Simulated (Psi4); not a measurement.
ethylenediamine (C₂H₈N₂), singlet, geometry from GFN2-xTB; HF/STO-3G in Psi4.

Input for Psi4:
```
memory 2 GB

molecule mol {
0 1
  N     1.803892    0.386268   -0.224428
  C     0.556944    0.177002    0.492213
  C    -0.554922   -0.184469   -0.491756
  N    -1.759348   -0.550724    0.234509
  H     2.552318    0.599947    0.425329
  H     1.714755    1.170961   -0.862384
  H     0.238868    1.053641    1.084956
  H     0.696963   -0.659102    1.180802
  H    -0.234142   -1.049638   -1.076059
  H    -0.702784    0.659142   -1.189946
  H    -2.493257   -0.818000   -0.411963
  H    -2.096663    0.239043    0.775954
symmetry c1
no_reorient
no_com
}

set basis sto-3g
set reference rhf

energy('scf')
print_variables()
```

What the program printed (banner, timings and long lists left out):

```
   => Loading Basis Set <=

    Name: STO-3G
    Role: ORBITAL
    Keyword: BASIS

         ---------------------------------------------------------
                                   SCF
               by Justin Turney, Rob Parrish, Andy Simmonett
                          and Daniel G. A. Smith
                              RHF Reference
         ---------------------------------------------------------

  ==> Geometry <==

    Molecular point group: c1
    Full point group: C1

    Geometry (in Angstrom), charge = 0, multiplicity = 1:

       Center              X                  Y                   Z               Mass
    ------------   -----------------  -----------------  -----------------  -----------------
         N            1.803892000000     0.386268000000    -0.224428000000    14.003074004430
         C            0.556944000000     0.177002000000     0.492213000000    12.000000000000
         C           -0.554922000000    -0.184469000000    -0.491756000000    12.000000000000
         N           -1.759348000000    -0.550724000000     0.234509000000    14.003074004430
         H            2.552318000000     0.599947000000     0.425329000000     1.007825032230
         H            1.714755000000     1.170961000000    -0.862384000000     1.007825032230
         H            0.238868000000     1.053641000000     1.084956000000     1.007825032230
         H            0.696963000000    -0.659102000000     1.180802000000     1.007825032230
         H           -0.234142000000    -1.049638000000    -1.076059000000     1.007825032230
         H           -0.702784000000     0.659142000000    -1.189946000000     1.007825032230
         H           -2.493257000000    -0.818000000000    -0.411963000000     1.007825032230
         H           -2.096663000000     0.239043000000     0.775954000000     1.007825032230

  Running in c1 symmetry.

  Rotational constants: A =      0.90735  B =      0.12924  C =      0.12037 [cm^-1]
  Rotational constants: A =  27201.78365  B =   3874.38100  C =   3608.62595 [MHz]
  Nuclear repulsion =  132.411924619591247

  Charge       = 0
  Multiplicity = 1
  Electrons    = 34
  Nalpha       = 17
  Nbeta        = 17

  ==> Algorithm <==

  SCF Algorithm Type is DF.
  DIIS enabled.
  MOM disabled.
  Fractional occupation disabled.
  Guess Type is SAD.
  Energy threshold   = 1.00e-06
  Density threshold  = 1.00e-06
  Integral threshold = 1.00e-12

  ==> Primary Basis <==

  Basis Set: STO-3G
    Blend: STO-3G
    Number of shells: 20
    Number of basis functions: 28
    Number of Cartesian functions: 28
    Spherical Harmonics?: true
    Max angular momentum: 1

   => Loading Basis Set <=

    Name: (STO-3G AUX)
    Role: JKFIT
    Keyword: DF_BASIS_SCF

  ==> Integral Setup <==

  SCF_SUBTYPE=INCORE selected. In-core MEM_DF algorithm will be used.
  Using in-core AOs.

  ==> MemDFJK: Density-Fitted J/K Matrices <==

    J tasked:                   Yes
    K tasked:                   Yes
    wK tasked:                   No
    Algorithm:                 Core
    Schwarz Cutoff:           1E-12
    Mask sparsity (%):       0.7653
    Fitting Condition:        1E-10

   => Auxiliary Basis Set <=

  Basis Set: (STO-3G AUX)
    Blend: DEF2-UNIVERSAL-JKFIT
    Number of shells: 148
    Number of basis functions: 448
    Number of Cartesian functions: 524
    Spherical Harmonics?: true
    Max angular momentum: 4

  Minimum eigenvalue in the overlap matrix is 2.0889881774E-01.
  Reciprocal condition number of the overlap matrix is 8.3294160183E-02.
    Using symmetric orthogonalization.

  ==> Pre-Iterations <==

  SCF Guess: Superposition of Atomic Densities via on-the-fly atomic UHF (no occupation information).

   -------------------------
    Irrep   Nso     Nmo
   -------------------------
     A         28      28
   -------------------------
    Total      28      28
   -------------------------

  ==> Iterations <==

                           Total Energy        Delta E     RMS |[F,P]|

   @DF-RHF iter SAD:  -183.63654477500023   -1.83637e+02   0.00000e+00
   @DF-RHF iter   1:  -186.87352559869646   -3.23698e+00   9.08607e-03 ADIIS/DIIS
   @DF-RHF iter   2:  -186.91745136756290   -4.39258e-02   2.11312e-03 ADIIS/DIIS
   @DF-RHF iter   3:  -186.91966378716404   -2.21242e-03   4.44737e-04 ADIIS/DIIS
   @DF-RHF iter   4:  -186.91980478493582   -1.40998e-04   2.93813e-05 DIIS
   @DF-RHF iter   5:  -186.91980541980470   -6.34869e-07   6.80276e-06 DIIS
   @DF-RHF iter   6:  -186.91980546367756   -4.38729e-08   1.17779e-06 DIIS
   @DF-RHF iter   7:  -186.91980546512434   -1.44678e-09   1.75983e-07 DIIS
  Energy and wave function converged.

  ==> Post-Iterations <==

    Orbital Energies [Eh]
    ---------------------

    Doubly Occupied:

       1A    -15.305340     2A    -15.305321     3A    -11.071442
       4A    -11.071164     5A     -1.144073     6A     -1.108459
       7A     -0.903752     8A     -0.776026     9A     -0.633908
      10A     -0.597381    11A     -0.578263    12A     -0.557867
      13A     -0.481529    14A     -0.469222    15A     -0.446999
      16A     -0.323082    17A     -0.313478

    Virtual:

      18A      0.578851    19A      0.612157    20A      0.634267
      21A      0.675280    22A      0.694299    23A      0.707051
      24A      0.744359    25A      0.764455    26A      0.784790
      27A      0.786319    28A      0.818032

    Final Occupation by Irrep:
              A
    DOCC [    17 ]
    NA   [    17 ]
    NB   [    17 ]

  @DF-RHF Final Energy:  -186.91980546512434

   => Energetics <=

    Nuclear Repulsion Energy =            132.4119246195912467
    One-Electron Energy =                -516.4888445511473947
    Two-Electron Energy =                 197.1571144664318354
    Total Energy =                       -186.9198054651243410

Computation Completed

Properties will be evaluated at   0.000000,   0.000000,   0.000000 [a0]

Properties computed using the SCF density matrix

 Multipole Moments:

 ------------------------------------------------------------------------------------
     Multipole            Electronic (a.u.)      Nuclear  (a.u.)        Total (a.u.)
 ------------------------------------------------------------------------------------

 L = 1.  Multiply by 2.5417464519 to convert [e a0] to [Debye]
 Dipole X            :         -0.2375464           -0.0000038           -0.2375501
 Dipole Y            :          0.8770338            0.0000000            0.8770338
 Dipole Z            :         -0.0537566           -0.0000038           -0.0537604
 Magnitude           :                                                    0.9102245

 ------------------------------------------------------------------------------------

  Variable Map:
  ----------------------------------------------------------------------------
  "CURRENT ENERGY"           =>    -186.919805465124
  "CURRENT REFERENCE ENERGY" =>    -186.919805465124
  "DD SOLVATION ENERGY"      =>       0.000000000000
  "HF KINETIC ENERGY"        =>     185.317230613575
  "HF POTENTIAL ENERGY"      =>    -372.237036078699
  "HF TOTAL ENERGY"          =>    -186.919805465124
  "HF VIRIAL RATIO"          =>       2.008647737969
  "NUCLEAR REPULSION ENERGY" =>     132.411924619591
  "ONE-ELECTRON ENERGY"      =>    -516.488844551147
  "PCM POLARIZATION ENERGY"  =>       0.000000000000
  "PE ENERGY"                =>       0.000000000000
  "SCF ITERATION ENERGY"     =>    -186.919805465124
  "SCF ITERATIONS"           =>       7.000000000000
  "SCF TOTAL ENERGY"         =>    -186.919805465124
  "TWO-ELECTRON ENERGY"      =>     197.157114466432

  Array Variable Map:
  ----------------------------------------------------------------------------
  "CURRENT DIPOLE"           =>      -0.237550139357 ... -0.053760394878 1 by 3
  "SCF DIPOLE"               =>      -0.237550139357 ... -0.053760394878 1 by 3
  "SCF TOTAL ENERGIES"       =>    -183.636544775000 ... -186.919805465124 1 by 8
```
